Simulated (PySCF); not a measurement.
**Pt: electron affinity**

Pt⁻ [Xe] 4f14 5d9 6s2 (2D) → Pt [Xe] 4f14 5d9 6s1 (3D), as a difference of total energies. Computed with PySCF 2.14 in aug-cc-pwCVQZ-PP with ECP60MDF (9s9p8d5f4g3h, 180 functions), with scalar relativity through the core potential. Correlated levels: valence: 5s2 5p6 frozen; valence and next inner shell: nothing frozen outside the core potential. The calculations carry no spin-orbit coupling.

```
                                method  electron affinity (eV)  difference from reference (eV)
                                   UHF                   0.437                          -1.688
                               r2SCANh                   1.918                          -0.207
                                B2PLYP                   1.990                          -0.135
                         MP2 (valence)                   1.969                          -0.156
                     SCS-MP2 (valence)                   1.987                          -0.138
    MP2 (valence and next inner shell)                   2.085                          -0.040
SCS-MP2 (valence and next inner shell)                   2.058                          -0.067
```

Reference: 2.125 eV (measured; photodetachment measurements, as compiled on the Wikipedia data page of electron affinities).

The reference lies between the lowest fine-structure levels, while these numbers refer to the centres of the terms.

In the anion the highest occupied orbital energy is positive at r2SCANh, a self-interaction effect; the basis confines that electron, and the energy difference can still be sensible.
